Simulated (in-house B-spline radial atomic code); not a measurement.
Checks on a self-consistent run for Hf5+, 1s1 2s2 2p6 3s2 3p6 3d10 4s2 4p6 4d10 4f14 5s2 5p6. Method: Dirac-Hartree-Fock, average of configuration, Fermi nucleus of rms radius 5.347 fm. Calculated with an all-electron radial atomic-structure program (B-spline basis).

```csv
orbital,q,ε (Eh),<1/r>,<r²>,small-component weight
1s1/2,1,-2461.81173,84.0369,0.000493641,0.073733
2s1/2,2,-430.67343,20.6624,0.00742314,0.017049
2p1/2,2,-413.94244,20.5734,0.00527992,0.017012
2p3/2,4,-367.89909,17.4464,0.00646695,0.015451
3s1/2,2,-102.58984,7.5981,0.0482004,0.0056097
3p1/2,2,-94.40850,7.50776,0.0440868,0.005537
3p3/2,4,-84.33724,6.70422,0.0505573,0.0050958
3d3/2,4,-69.70357,6.58998,0.0393196,0.0049703
3d5/2,6,-67.49499,6.39511,0.0411216,0.0048424
4s1/2,2,-23.72824,3.16084,0.240605,0.0018012
4p1/2,2,-20.19370,3.05456,0.247826,0.0017145
4p3/2,4,-17.85423,2.78946,0.281427,0.0015603
4d3/2,4,-11.78498,2.57025,0.310144,0.0013662
4d5/2,6,-11.33943,2.50197,0.323614,0.0013195
4f5/2,6,-3.65966,2.04514,0.470295,0.00092893
4f7/2,8,-3.57988,2.01573,0.485121,0.00090827
5s1/2,2,-5.23458,1.205,1.36785,0.00038132
5p1/2,2,-4.04153,1.10063,1.61103,0.00032619
5p3/2,4,-3.68577,1.01365,1.84012,0.00028728
```

Electron-electron repulsion V_ee = 5275.2017 hartree.

Task: What total energy follows from the eigenvalues?

Result: The eigenvalues count the repulsion twice, so E = Σqε - V_ee = -7396.099 - 5275.202 = -12671.301 hartree; the run printed -12671.301.

Task: Does the Dirac virial theorem hold?

Result: For a point nucleus E = -2c²Σq·w, with w the small-component weight. Here Σq·w = 0.33733 and c = 137.0360, so the ratio E/(-2c²Σq·w) is 1.000162; the finite nucleus accounts for the departure from 1.

Task: What diamagnetic shielding (Lamb formula) and susceptibility (Langevin formula) do the radii give?

Result: σ = (α²/3)Σq<1/r> = 443.997/(3·137.036²) = 7881.2 ppm, and χ = -0.79199×10⁻⁶·Σq<r²> = -20.71×10⁻⁶ cm³/mol with Σq<r²> = 26.148 bohr². Both are non-relativistic formulas without the paramagnetism of open shells; for so heavy an element the full relativistic shielding is larger by tens of per cent.
